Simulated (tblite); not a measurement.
C2H, doublet, at a GFN2-xTB geometry; GFN1-xTB in tblite 0.6.0.

The tblite input:
```
$ tblite run mol.xyz --method gfn1 --charge 0 --spin 1 --guess eeq --json tblite.json --no-restart

# file mol.xyz
3

C     -0.00000000    -0.00000000    -0.46866096
C      0.00000000     0.00000000     0.72327087
H     -0.00000000    -0.00000000    -1.52765945
```

Problem. Write the output that tblite gives for this input, abridged.

Solution. 
```
xTB calculator
 | screened Coulomb repulsion
 | Coulomb electrostatics
 |  * isotropic Klopman-Ohno-Mataga-Nishimoto electrostatics
 |  * onsite third-order electrostatics
 | DFT-D3(BJ) dispersion correction

halogen bonding energy    0.0000000000000E+00 Eh
repulsion energy          1.3530979101156E-01 Eh
dispersion energy        -3.7435816642587E-04 Eh
number of electrons       9.0000000000000E+00 e
integral cutoff           1.9731147476801E+01 bohr

------------------------------------------------------------
  cycle        total energy    energy error   density error
------------------------------------------------------------
      1     -4.550165551157  -4.6851010E+00   7.1149372E-01
      2     -4.554318539002  -4.1529878E-03   4.1474499E-01
      3     -4.551386685854   2.9318531E-03   1.2791081E-01
      4     -4.555338516325  -3.9518305E-03   1.0918440E-02
      5     -4.555355220967  -1.6704642E-05   1.1642590E-03
      6     -4.555355639323  -4.1835624E-07   1.5618917E-05
------------------------------------------------------------

electronic energy        -4.6902910721684E+00 Eh
total energy             -4.5553556393233E+00 Eh

Post processing:
 | Mayer-Wiberg bond orders

[Info] JSON dump of results written to 'tblite.json'
```
